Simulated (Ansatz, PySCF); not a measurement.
C3H6BFO2, SMILES C[C@]1(F)OCB1O. Atoms are numbered in the order given.

```xyz
13

C     -1.8012    -0.7144    -0.2599
C     -0.5072    -0.1359     0.2356
F     -0.2986    -0.5995     1.5339
O     -0.5179     1.2703     0.2326
C      0.8051     1.4900    -0.3213
B      0.8983    -0.0702    -0.5450
O      1.7631    -0.8951    -1.1382
H     -1.7829    -1.8123    -0.2091
H     -2.6232    -0.3458     0.3730
H     -1.9915    -0.4024    -1.2963
H      0.7672     2.1478    -1.2065
H      1.4902     1.9428     0.4173
H      1.5044    -1.8233    -1.1029
```

Geometry optimised at PBE0-D3(BJ)/def2-SVP. The structure was generated by enumeration; whether it is a known compound was not checked. Other conformers were not sampled.

Two levels are set side by side: PBE-D3(BJ)/def2-SVP (Ansatz, an electronic-structure program) and PBE0-D3(BJ)/def2-SVP (Ansatz). Each level has its own optimised geometry; the coordinates shown are those of the second. Frequencies come from the Hessian of PySCF at each geometry. Differences are taken from unrounded values.

| quantity | PBE0-D3(BJ) |
|---|---|
| mean bond length (Å) | 1.288 |
| bond C1–C2 (Å) | 1.502 |
| bond C2–F3 (Å) | 1.394 |
| bond C2–O4 (Å) | 1.406 |
| bond C2–B6 (Å) | 1.609 |
| bond O4–C5 (Å) | 1.451 |
| bond C5–B6 (Å) | 1.579 |
| bond B6–O7 (Å) | 1.334 |
| bond C1–H8 (Å) | 1.099 |
| bond C1–H9 (Å) | 1.101 |
| bond C1–H10 (Å) | 1.099 |
| bond C5–H11 (Å) | 1.103 |
| bond C5–H12 (Å) | 1.104 |
| bond O7–H13 (Å) | 0.964 |
| highest harmonic wavenumber (cm⁻¹) | 3887 |
| mean harmonic wavenumber (cm⁻¹) | 1300 |
| zero-point energy (kcal/mol) | 61.35 |

Question: What does PBE-D3(BJ) give, and how far is it from PBE0-D3(BJ)? (Estimate from the structure and the level; the computed values follow.)

Answer: 
```csv
quantity,PBE-D3(BJ),PBE-D3(BJ) minus PBE0-D3(BJ)
mean bond length (Å),1.300,0.011
bond C1–C2 (Å),1.509,0.007
bond C2–F3 (Å),1.421,0.027
bond C2–O4 (Å),1.423,0.017
bond C2–B6 (Å),1.611,0.002
bond O4–C5 (Å),1.474,0.023
bond C5–B6 (Å),1.585,0.006
bond B6–O7 (Å),1.346,0.012
bond C1–H8 (Å),1.107,0.008
bond C1–H9 (Å),1.109,0.008
bond C1–H10 (Å),1.107,0.008
bond C5–H11 (Å),1.112,0.009
bond C5–H12 (Å),1.113,0.009
bond O7–H13 (Å),0.976,0.012
highest harmonic wavenumber (cm⁻¹),3711,-176
mean harmonic wavenumber (cm⁻¹),1250,-50
zero-point energy (kcal/mol),58.99,-2.36
```

GGA bonds tend to be longer and softer than those of functionals with exact exchange. Differences between two approximate levels are no errors against the true value.
